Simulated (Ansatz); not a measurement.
Born–Oppenheimer molecular dynamics of CH8SSi2 (12 atoms, charge 0, multiplicity 1). It starts from a rough guess of a transition structure, not a stationary point.

The calculation used UKS PBE0/STO-3G (Ansatz 0.2.0).

- ensemble: NVE (velocity Verlet)
- time step: 0.5 fs
- steps asked: 150
- starting velocities drawn for: 300 K
- seed: 674875

Frames 1 fs apart, positions in Å, forces in eV/Å.

Velocities at 60.0 fs (Å/ps):

```
Si 3.30 11.46 14.80
C -2.29 -13.82 -15.65
S -2.14 4.07 -2.98
H -54.29 -177.87 105.16
H -18.01 -18.58 24.70
Si 3.45 -3.77 -7.05
H 28.85 -43.90 -47.74
H 0.30 7.60 -37.76
H -48.17 24.35 9.24
H -1.54 20.20 -9.76
H 0.51 17.43 28.58
H -0.64 -8.41 -7.04
```

```xyz
12
Properties=species:S:1:pos:R:3:forces:R:3 time_fs=60.0 energy_less_start_eV=-3.642 T=3095
Si 0.175 0.048 -0.771 -1.81 -0.40 -0.17
C 0.329 1.534 0.402 2.44 0.17 -1.34
S 1.599 -1.131 -1.800 0.46 -2.90 2.01
H 2.321 -0.605 -2.766 0.07 2.03 -0.72
H -0.558 0.406 -1.986 -0.44 0.73 0.81
Si -1.079 -1.443 0.487 0.49 0.29 -0.94
H 0.761 1.420 1.402 -0.42 -0.70 0.00
H -0.571 2.107 0.450 -1.20 0.22 0.17
H 1.047 2.188 -0.098 0.10 0.51 -0.01
H -2.343 -0.964 0.953 -0.31 0.49 -0.19
H -0.398 -1.759 1.685 0.61 -0.20 0.63
H -1.355 -2.686 -0.169 0.03 -0.24 -0.26
12
Properties=species:S:1:pos:R:3:forces:R:3 time_fs=61.0 energy_less_start_eV=-2.592 T=2297
Si 0.178 0.059 -0.756 -1.65 -1.09 -1.01
C 0.328 1.520 0.386 1.47 1.00 -1.25
S 1.596 -1.127 -1.803 -4.93 -5.97 8.90
H 2.273 -0.769 -2.672 5.22 5.17 -7.40
H -0.579 0.391 -1.958 -0.46 0.79 0.66
Si -1.075 -1.447 0.480 0.57 0.25 -0.11
H 0.787 1.373 1.355 -0.47 -0.51 0.58
H -0.576 2.115 0.414 -0.82 -0.39 0.57
H 1.000 2.215 -0.089 0.80 0.62 -0.43
H -2.346 -0.941 0.943 -0.02 0.32 -0.33
H -0.395 -1.743 1.716 0.23 -0.11 -0.03
H -1.355 -2.695 -0.177 0.08 -0.09 -0.16
12
Properties=species:S:1:pos:R:3:forces:R:3 time_fs=62.0 energy_less_start_eV=-1.669 T=1608
Si 0.180 0.070 -0.742 -1.52 -1.83 -1.87
C 0.327 1.508 0.369 0.71 2.18 -1.02
S 1.593 -1.126 -1.802 -8.01 -6.21 12.35
H 2.273 -0.886 -2.646 8.10 5.46 -10.71
H -0.603 0.383 -1.923 -0.48 0.81 0.48
Si -1.072 -1.450 0.472 0.61 0.22 0.67
H 0.810 1.321 1.313 -0.53 -0.25 0.94
H -0.589 2.119 0.383 -0.30 -1.04 0.91
H 0.961 2.247 -0.084 1.15 0.48 -0.58
H -2.349 -0.916 0.929 0.27 0.13 -0.45
H -0.390 -1.727 1.746 -0.13 -0.05 -0.67
H -1.355 -2.706 -0.187 0.13 0.08 -0.05
12
Properties=species:S:1:pos:R:3:forces:R:3 time_fs=63.0 energy_less_start_eV=-2.294 T=2058
Si 0.182 0.081 -0.728 -1.45 -2.51 -2.75
C 0.328 1.496 0.351 0.51 3.52 -0.52
S 1.587 -1.126 -1.799 -3.83 -4.24 6.88
H 2.346 -0.952 -2.717 3.80 3.43 -5.19
H -0.632 0.384 -1.883 -0.48 0.81 0.30
Si -1.068 -1.454 0.466 0.62 0.26 1.24
H 0.827 1.267 1.281 -0.66 0.08 0.94
H -0.605 2.114 0.360 0.11 -1.49 1.15
H 0.932 2.284 -0.085 1.12 -0.01 -0.45
H -2.349 -0.889 0.910 0.49 -0.05 -0.53
H -0.386 -1.712 1.770 -0.40 -0.04 -1.13
H -1.354 -2.715 -0.197 0.17 0.24 0.05
12
Properties=species:S:1:pos:R:3:forces:R:3 time_fs=64.0 energy_less_start_eV=-2.490 T=2213
Si 0.184 0.090 -0.716 -1.47 -3.18 -3.61
C 0.329 1.488 0.333 0.81 4.69 0.28
S 1.579 -1.127 -1.793 0.61 -3.12 1.33
H 2.455 -0.984 -2.838 -0.69 2.23 0.31
H -0.666 0.392 -1.841 -0.45 0.76 0.14
Si -1.064 -1.458 0.459 0.61 0.34 1.55
H 0.838 1.213 1.257 -0.84 0.50 0.67
H -0.620 2.094 0.349 0.31 -1.64 1.28
H 0.914 2.321 -0.090 0.85 -0.67 -0.17
H -2.345 -0.863 0.887 0.60 -0.19 -0.55
H -0.386 -1.698 1.784 -0.53 -0.07 -1.36
H -1.351 -2.722 -0.207 0.19 0.34 0.13
12
Properties=species:S:1:pos:R:3:forces:R:3 time_fs=65.0 energy_less_start_eV=-1.965 T=1818
Si 0.185 0.099 -0.704 -1.57 -3.89 -4.46
C 0.330 1.484 0.314 1.35 5.43 1.27
S 1.573 -1.129 -1.787 2.52 -2.57 -1.13
H 2.560 -0.995 -2.959 -2.66 1.71 2.71
H -0.704 0.407 -1.798 -0.34 0.65 0.04
Si -1.059 -1.461 0.453 0.60 0.49 1.58
H 0.840 1.165 1.239 -0.98 0.93 0.32
H -0.632 2.059 0.350 0.30 -1.49 1.28
H 0.905 2.352 -0.096 0.55 -1.20 0.10
H -2.335 -0.838 0.859 0.58 -0.28 -0.52
H -0.391 -1.684 1.784 -0.54 -0.14 -1.34
H -1.346 -2.726 -0.215 0.20 0.38 0.16
12
Properties=species:S:1:pos:R:3:forces:R:3 time_fs=66.0 energy_less_start_eV=-1.365 T=1357
Si 0.185 0.106 -0.694 -1.72 -4.58 -5.26
C 0.333 1.483 0.297 1.88 5.58 2.27
S 1.566 -1.133 -1.781 3.07 -2.12 -1.99
H 2.640 -0.989 -3.054 -3.29 1.38 3.50
H -0.745 0.428 -1.754 -0.17 0.50 -0.02
Si -1.055 -1.464 0.447 0.60 0.67 1.35
H 0.834 1.125 1.224 -0.98 1.30 0.05
H -0.641 2.010 0.363 0.10 -1.10 1.19
H 0.900 2.371 -0.102 0.31 -1.43 0.26
H -2.319 -0.817 0.825 0.44 -0.31 -0.43
H -0.401 -1.671 1.772 -0.43 -0.23 -1.06
H -1.339 -2.727 -0.222 0.19 0.34 0.15
12
Properties=species:S:1:pos:R:3:forces:R:3 time_fs=67.0 energy_less_start_eV=-0.982 T=1061
Si 0.185 0.111 -0.686 -1.89 -5.10 -5.91
C 0.337 1.488 0.282 2.16 5.17 3.11
S 1.561 -1.136 -1.775 3.14 -1.68 -2.28
H 2.688 -0.970 -3.116 -3.45 1.12 3.74
H -0.788 0.454 -1.710 0.06 0.32 -0.05
Si -1.050 -1.467 0.442 0.59 0.88 0.87
H 0.818 1.097 1.210 -0.78 1.52 -0.02
H -0.650 1.950 0.387 -0.17 -0.59 1.01
H 0.898 2.377 -0.105 0.20 -1.25 0.29
H -2.300 -0.798 0.788 0.19 -0.28 -0.31
H -0.415 -1.661 1.750 -0.21 -0.35 -0.54
H -1.331 -2.724 -0.228 0.16 0.23 0.09
12
Properties=species:S:1:pos:R:3:forces:R:3 time_fs=68.0 energy_less_start_eV=-0.849 T=958
Si 0.184 0.115 -0.679 -2.05 -5.35 -6.32
C 0.343 1.496 0.269 1.91 4.28 3.74
S 1.557 -1.140 -1.771 3.08 -1.30 -2.41
H 2.704 -0.940 -3.142 -3.49 0.91 3.82
H -0.830 0.483 -1.667 0.30 0.12 -0.07
Si -1.045 -1.470 0.438 0.57 1.08 0.22
H 0.795 1.085 1.196 -0.38 1.57 0.12
H -0.660 1.885 0.421 -0.28 -0.07 0.74
H 0.899 2.371 -0.106 0.26 -0.64 0.17
H -2.278 -0.781 0.747 -0.12 -0.20 -0.17
H -0.431 -1.653 1.723 0.08 -0.47 0.16
H -1.321 -2.719 -0.232 0.12 0.07 0.01
12
Properties=species:S:1:pos:R:3:forces:R:3 time_fs=69.0 energy_less_start_eV=-0.931 T=1021
Si 0.182 0.117 -0.675 -2.14 -5.28 -6.46
C 0.350 1.508 0.259 0.99 3.04 4.17
S 1.553 -1.145 -1.767 3.02 -0.97 -2.52
H 2.686 -0.901 -3.132 -3.51 0.73 3.87
H -0.870 0.514 -1.624 0.52 -0.08 -0.12
Si -1.040 -1.472 0.433 0.54 1.27 -0.45
H 0.768 1.087 1.183 0.18 1.44 0.44
H -0.672 1.819 0.462 -0.08 0.37 0.34
H 0.902 2.360 -0.105 0.46 0.28 -0.06
H -2.258 -0.767 0.705 -0.42 -0.11 -0.03
H -0.446 -1.651 1.697 0.38 -0.57 0.89
H -1.310 -2.713 -0.237 0.07 -0.10 -0.09
12
Properties=species:S:1:pos:R:3:forces:R:3 time_fs=70.0 energy_less_start_eV=-1.217 T=1243
Si 0.180 0.117 -0.674 -2.14 -4.94 -6.30
C 0.358 1.522 0.253 -0.29 1.70 4.40
S 1.551 -1.150 -1.764 2.92 -0.69 -2.56
H 2.635 -0.856 -3.085 -3.47 0.56 3.86
H -0.904 0.543 -1.582 0.70 -0.26 -0.21
Si -1.034 -1.474 0.428 0.51 1.41 -0.92
H 0.743 1.102 1.175 0.79 1.17 0.85
H -0.686 1.756 0.506 0.38 0.78 -0.15
H 0.909 2.350 -0.104 0.66 1.20 -0.31
H -2.242 -0.754 0.663 -0.64 -0.06 0.09
H -0.458 -1.654 1.680 0.56 -0.63 1.42
H -1.298 -2.709 -0.242 0.04 -0.25 -0.18
12
Properties=species:S:1:pos:R:3:forces:R:3 time_fs=71.0 energy_less_start_eV=-1.740 T=1647
Si 0.177 0.115 -0.674 -2.02 -4.40 -5.88
C 0.366 1.538 0.250 -1.26 0.64 4.40
S 1.549 -1.155 -1.761 2.61 -0.47 -2.34
H 2.550 -0.805 -3.001 -3.21 0.45 3.57
H -0.932 0.571 -1.543 0.80 -0.41 -0.34
Si -1.029 -1.475 0.423 0.52 1.46 -0.98
H 0.726 1.129 1.175 1.32 0.88 1.15
H -0.695 1.701 0.548 0.81 1.21 -0.66
H 0.923 2.353 -0.107 0.60 1.65 -0.41
H -2.231 -0.741 0.622 -0.73 -0.09 0.19
H -0.464 -1.663 1.676 0.54 -0.61 1.52
H -1.285 -2.706 -0.250 0.01 -0.32 -0.23
```

Of the whole run (75 fs, mean temperature of the second half 1821 K): The conserved energy stayed within 2.6 meV per atom of its start (net change 1.1 meV per atom), so there is no drift, though single steps change it by up to 31 meV in the whole system, a sign of fast motions only just resolved. The system heated up, since it started high on the potential surface and ran downhill. A run of 0.075 ps of so small a system gives no equilibrium averages. The orbitals stay closed-shell, which can raise the energy where a bond breaks towards radicals; this wasn't checked here. Limits of this set-up: minimal basis.

The run took 21 min on 1 CPU thread of a shared host.
